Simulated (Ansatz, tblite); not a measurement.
Removing and adding an electron: diphenyliodonium dicyanamide (C₁₄H₁₀IN₃). The state is a singlet with charge 0. Geometry: PBE-D4/def2-SVP. Ansatz, gas phase; energy differences of separate SCF runs; the oxidised species was run as a doublet alone; the reduced species was run as a doublet alone.

In the def2 sets I takes a core potential; there is no spin–orbit coupling. The xTB rows come from tblite. Single mean-field runs in def2-TZVP are fitted with def2-universal-jkfit. In the singlet geometry the species has come apart into loosely held pieces. In the doublet geometry the species has come apart into loosely held pieces.

| level | −HOMO (eV) | vertical IE (eV) | −LUMO (eV) | vertical EA (eV) | HOMO–LUMO gap (eV) | IE − EA (eV) | remarks |
| --- | --- | --- | --- | --- | --- | --- | --- |
| GFN1-xTB | 9.36 | 12.58 | 9.10 | 6.82 | 0.27 | 5.75 | – |
| GFN2-xTB | 8.92 | 12.28 | 8.27 | 6.09 | 0.64 | 6.20 | – |
| PBE-D4/def2-TZVP | 4.65 | 7.38 | 3.49 | 1.42 | 1.16 | 5.96 | HOMO above zero (-1 doublet), restricted SCF unstable in HF (singlet) |
| PBE0-D4/def2-TZVP | 5.70 | 7.44 | 2.67 | 1.40 | 3.03 | 6.04 | restricted SCF unstable in HF (singlet) |
| ωB97X-V/def2-TZVP | 7.85 | 7.52 | 0.63 | 1.26 | 7.22 | 6.26 | restricted SCF unstable in HF (singlet) |

Relaxing the reduced species (PBE-D4/def2-SVP) changes its energy by -1.24 eV at PBE-D4/def2-TZVP, so the adiabatic electron affinity to this nearest minimum is 2.66 eV. At PBE0-D4/def2-TZVP it is 2.66 eV.     A HOMO above zero means that the electron is unbound at that level or that self-interaction error raises the level; the energy of removing that electron tells which. Raw xTB energy differences between charge states are shifted by several eV; the methods need an empirical correction for them. Sets without diffuse functions give affinities that are too small.
